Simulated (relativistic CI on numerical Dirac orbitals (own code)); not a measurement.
# Hyperfine structure of Hg35+, mass number 201

Method of calculation: Dirac-Coulomb-Breit CI, orbitals from a KLI potential per configuration, model QED, unscaled Slater integrals (own radial code, finite nucleus).

Configuration list (outside the closed core [Ar] 3d10): 4s2.4p6.4d9, 4s2.4p6.4d8.4f, 4s2.4p5.4d10, 4s.4p6.4d10, 4s2.4p5.4d9.4f, 4s.4p6.4d9.4f, 4s2.4p6.4d8.5s, 4s2.4p6.4d7.4f.5s, 4s2.4p6.4d8.5p, 4s2.4p6.4d8.5d, 4s2.4p5.4d9.5s. Double excitations out of closed p, d and f shells are left out; levels of such configurations are missing from the list, as are those of other unlisted configurations, and high levels can miss mixing partners.

Nuclear spin I = 3/2, μ = -0.558 μN, Q = 0.387 b (tables of Stone and Pyykkö). The electronic factors are computed for point nuclear moments, without core polarisation or the Bohr-Weisskopf and QED corrections.

| Level | E (eV) | A (MHz) | B (MHz) |
| --- | --- | --- | --- |
| 4s2.4p6.4d9 2D_5/2 | 0.000 | -4942 | -10900 |
| 4s2.4p6.4d9 2D_3/2 | 25.681 | -12760 | -9310 |
| 4s2.4p5.4d10 2P°_3/2 | 214.309 | -19840 | -39000 |
| 4s2.4p6.4d8.4f 4I°_15/2 | 229.425 | -3243 | -4600 |

Levels with J = 0, under 50 % of one LS term, or S terms without an open s electron are left out. Small factors come from cancelling terms and can be off by tens of per cent or more.

At this charge energies of transitions that change n are usually good to better than 1 %, and those within a shell (Δn = 0) to a few per cent.

**Question.** Give the hyperfine levels of 4s2.4p6.4d9 2D_5/2 relative to its centre of gravity.

**Answer.** With K = F(F + 1) − I(I + 1) − J(J + 1), E = AK/2 + B[¾K(K + 1) − I(I + 1)J(J + 1)]/[2I(2I − 1)J(2J − 1)]: F = 1: 18340, F = 2: 17150, F = 3: 7211, F = 4: -21250 MHz.

LS names give the leading component of a level, which can be under half, so a name can repeat, a term be missing and a line seem to break the LS rules.
